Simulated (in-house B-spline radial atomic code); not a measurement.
Hg. Computed with a B-spline radial atomic code. Model: non-relativistic spherical atom: semilocal Troullier-Martins pseudo-atom, one channel per l, against all electrons, high spin, G0W0 and RPA with empty states to l = 8, local potential for every l without a channel, a model core (radius 0 = none) keeps its share of the functional.

Without relativity these are model numbers for so heavy an element.

What the tables leave out is listed at the end.

The pseudopotential gives back the lowest level of each angular momentum of its own functional in the configuration it was made in; a second state of the same l is only approximately right. Exact exchange, RPA and GW see the smooth pseudo-orbitals and miss the exchange with the core, for which the functional's share stands in. The column with an uncorrelated core keeps all orbitals and exact exchange, and so separates missing core correlation from pseudisation. Only the three outermost levels and the lowest empty one were computed. RPA here is direct RPA, with no exchange kernel, and its energies carry an (l + 1/2)⁻⁴ tail. A hybrid on a potential with a model core restores only its own semilocal share of the core's exchange.

Command:
```bash
python run_psgw.py task.json out
```
Settings (lengths in bohr, energies in hartree):
```
Z                      80
electrons              80
configuration          [Xe] 4f14 5d10 6s2
generated_in           [Xe] 4f14 5d10 6s2
functional             pbe,pbe
core_shells            9
radius_factor          1.15
core_correction        True
ion_configuration      [Xe] 4f14 5d10 6s1
```

Time taken, with all properties: 47 s on 1 thread of Intel(R) Xeon(R) 6975P-C (Granite Rapids), with other jobs on the host.

Given: made with PBE; model core radius 0.562 bohr; local radius 1.098 bohr; mean-field start PBE.

Valence shells of the generating configuration: 4f, 5s, 5p, 5d, 6s.

Channel: s 1.043, p 1.115, d 1.324, f 1.411 (radii in bohr).

Computed: largest level miss in the spin-unpolarised generating configuration 0.1 eV; valence RPA correlation energy all-electron orbitals -2.4922 hartree; all-electron RPA polarisability, core included 46.723 bohr³; ionisation by mean-field all-electron 8.4685 eV; ionisation by mean-field pseudo minus all 0.133 eV; ionisation by RPA all-electron 8.7977 eV; ionisation by RPA pseudo minus all -0.027 eV.

```json
{"level": "6s", "occupied": "1", "mean-field all-electron (eV)": "-5.2934", "mean-field pseudo minus all (eV)": "-0.1", "G0W0 all-electron (eV)": "-8.4968", "G0W0 uncorrelated core minus all (eV)": "0.001", "G0W0 pseudo minus all (eV)": "-0.111", "exchange self-energy all-electron (eV)": "-11.23", "exchange self-energy pseudo (eV)": "-10.974"}
```

What is the valence RPA correlation energy pseudo?

-2.8347 hartree.

What is the pseudo-atom RPA polarisability?

45.311 bohr³.

Given: mean-field start PBE0.

Computed: valence RPA correlation energy all-electron orbitals -2.4009 hartree; all-electron RPA polarisability, core included 41.943 bohr³; pseudo-atom RPA polarisability 41.558 bohr³; ionisation by mean-field all-electron 8.2005 eV; ionisation by mean-field pseudo minus all 0.049 eV; ionisation by RPA pseudo minus all -0.05 eV.

```
level  occupied  mean-field all-electron (eV)  mean-field pseudo minus all (eV)  G0W0 all-electron (eV)  G0W0 uncorrelated core minus all (eV)  G0W0 pseudo minus all (eV)  exchange self-energy all-electron (eV)  exchange self-energy pseudo (eV)
   6s         1                       -5.9374                            -0.041                 -8.5293                                  0.002                      -0.022                                  -11.02                           -10.654
```

What is the valence RPA correlation energy pseudo?

-2.7473 hartree.

What is the ionisation by RPA all-electron?

8.6266 eV.

Among the listed levels the largest G0W0 shift of the pseudo-atom is -0.11 eV, for 6s on the PBE start, while leaving the core uncorrelated moves that level by +0.00 eV. The rest, -0.11 eV, comes from pseudisation and the lost core exchange. Not in the tables (levels of low weight, unsolved or above zero; the highest and the empty levels are kept at any weight): on PBE the G0W0 levels 5d (pseudo minus all -1.47 eV, weights 0.05 and 0.45), 5p (pseudo minus all -6.29 eV, weights 0.00 and 0.03), 6p (pseudo minus all -0.03 eV, weights 0.91 and 0.90); on PBE0 the G0W0 levels 5d (pseudo minus all -0.62 eV, weights 0.59 and 0.74), 5p (pseudo minus all -3.79 eV, weights 0.19 and 0.06), 6p (pseudo minus all -0.03 eV, weights 0.94 and 0.93); no Hartree-Fock pseudo-atom is run with a model core.
